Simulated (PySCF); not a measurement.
Co (cobalt, neutral) across methods

[Ar] 3d6 4s2 4p1, one real determinant (an excited configuration). All numbers are calculated (PySCF 2.14, no relativity, point nucleus, in aug-cc-pVQZ (9s8p6d4f3g2h, 140 functions)).

```csv
method,E (hartree),mean ε 4s α (eV),mean ε 4s β (eV),mean ε 4p α (eV),Σ⟨r²⟩ (bohr²),⟨S²⟩
r2SCANh,-1382.442,-8.654,-7.074,-3.690,44.53,8.764
r2SCAN,-1382.447,-8.280,-6.776,-3.397,44.51,8.764
LDA,-1379.877,-8.211,-6.915,-3.149,44.67,8.756
PBE0,-1382.251,-9.017,-7.429,-3.966,44.77,8.759
UHF,-1381.22760,-11.306,-8.762,-5.816,45.95,8.761
PBE,-1382.211,-8.016,-6.677,-3.151,44.98,8.757
BHandHLYP,-1382.473,-9.817,-8.274,-4.509,45.03,8.759
M06-2X,-1382.461,-9.599,-8.210,-4.560,45.18,8.759
```

⟨L²⟩ = 8.06 against 12 for a pure F term, so this real determinant mixes terms.
